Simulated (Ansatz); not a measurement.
Ligand exchange: GaH2(NH2) + CH2N2 → GaH(NH2)2 + HCN

Species: GaH2(NH2), singlet; CH2N2 (cyanamide) `N#CN`, singlet; GaH(NH2)2, singlet; HCN (hydrogen cyanide) `C#N`, singlet. The partners trade H for NH2: Ga–H and C–NH2 bonds give way to Ga–NH2 and C–H.

Shapes, held fixed at every level: PBE0-D4/def2-TZVP. Programs: Ansatz 0.2.0. The zero-point and thermal change to 298 K, harmonic and unscaled (PBE0-D4/def2-TZVP), is +3.8 kJ/mol.

Task: Estimate ΔH(298 K) of this reaction.

Result: The highest level, CCSD(T)/def2-TZVPP, gives ΔH(298 K) = -80.6 kJ/mol; the levels span -80.6 to -55.4. The column of differences is taken from that level and isn't an error. No measured value is set beside it here. Relativity is left out for Ga unless named. Correlated rows may include outer-core shells of Ga, which these sets cover unevenly. Times are processor times on shared x86 and Arm servers, and rough.

```
                level                    kind  ΔH(298 K) (kJ/mol)  less CCSD(T)/def2-TZVPP  CPU time (sum over the molecules)
          HF/def2-SVP            Hartree–Fock               -55.4                    +25.2                                  –
        HF/def2-TZVPP            Hartree–Fock               -69.6                    +11.0                                  –
  BHLYP-D4/def2-TZVPP           global hybrid               -67.5                    +13.1                               11 s
r2SCAN0-D4/def2-TZVPP           global hybrid               -62.1                    +18.5                               19 s
   wB97M-V/def2-TZVPP  range-separated hybrid               -68.8                    +11.8                               34 s
   wB97X-V/def2-TZVPP  range-separated hybrid               -66.5                    +14.1                               25 s
   CCSD(T)/def2-TZVPP   coupled cluster or CI               -80.6                      0.0                               27 s
```
